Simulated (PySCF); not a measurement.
## Polarisability and C₆ of Co²⁺ (cobalt, charge +2)

[Ar] 3d7, high-spin 4F determinant. All numbers are calculated (PySCF 2.14, no relativity, point nucleus, in def2-QZVPPD). Coupled (time-dependent) response in atomic units; α is the mean over directions.

```tsv
method	mean α (bohr³)	C₆ (like pair)	S(−4)
UHF	2.844	7.902	3.598
PBE	3.677	10.44	7.757
```

S(−4) is the Cauchy moment in α(ω) = α(0) + S(−4) ω² + …

α(iu) at PBE:

| u (hartree) | α(iu) (bohr³) |
| --- | --- |
| 0 | 3.677 |
| 0.0500 | 3.658 |
| 0.100 | 3.602 |
| 0.200 | 3.408 |
| 0.300 | 3.153 |
| 0.500 | 2.645 |
| 0.750 | 2.148 |
| 1.00 | 1.788 |
| 1.50 | 1.311 |
| 2.00 | 1.009 |
| 3.00 | 0.6512 |
| 5.00 | 0.3339 |

A single London oscillator, α(iu) = α/(1 + u²/ω²), gives C₆ = (3/4) ω α². Matching the computed C₆ needs ω = 4 × 10.44 / (3 × 3.677²) = 1.03 hartree.

For an ion, C₆ is the dispersion term alone; charge-induced terms of lower order in 1/R come first.
